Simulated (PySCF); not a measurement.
# Ag(8+): ionisation energy

Ag(8+) [Kr] 4d3 (4F) → Ag(9+) [Kr] 4d2 (3F), as a difference of total energies. Calculation: PySCF 2.14, in an even-tempered Gaussian basis (22 s from 0.18 bohr⁻², ratio 2.5; 15 p from 0.23 bohr⁻², ratio 2.5; 11 d from 0.23 bohr⁻², ratio 2.5; 5 f from 1.3 bohr⁻², ratio 2.7; 4 g from 2 bohr⁻², ratio 2.7); scalar relativity by spin-free X2C-1e. The calculations carry no spin-orbit coupling.

```csv
method,ionisation energy (eV)
UHF,145.50
r2SCANh,146.89
BHandHLYP,146.50
```

The reference lies between the lowest fine-structure levels, while these numbers refer to the centres of the terms.

For comparison: 145.1 ± 2.2 eV (theoretical estimate listed by NIST; NIST Atomic Spectra Database, ionization energies).
